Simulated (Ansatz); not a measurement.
Coupled-cluster diagnostics for the cluster Sn2F3, Ansatz.

Geometry of the doublet (PBE0-D4/def2-SVP):

```tsv
atom	x (Å)	y (Å)	z (Å)
Sn1	-1.943	0.189	0.716
Sn2	1.183	-0.667	-0.489
F3	-0.826	-0.271	-1.096
F4	0.038	-0.500	1.306
F5	1.548	1.250	-0.437
```

In the def2 sets Sn takes a core potential; there is no spin–orbit coupling. Correlated methods freeze 11 core orbitals; core or outer-core shells of Sn are correlated, in sets that lack core-valence functions. The structure comes from a short search, and lower isomers may exist.

(1) Estimate the CCSD(T) correlation energy, the shares of MP2 and (T), T1 and the reference's ⟨S²⟩ for: charge 0, doublet, own geometry in def2-SVP; and the rough time on 4 threads of Arm Neoverse V2 on a shared host.

Answers

(1) 
```csv
state,basis,correlation (eV),MP2 share (%),(T) share (%),T1,⟨S²⟩ (pure),wall time
"charge 0, doublet, own geometry",def2-SVP,-20.776,95.4,2.0,0.014,0.77 (0.75),27 s
```
Customary marks for T1 are 0.02 (closed shells), 0.045 (open shells) and about 0.05 (3d metals). T1 stays under 0.02 throughout.
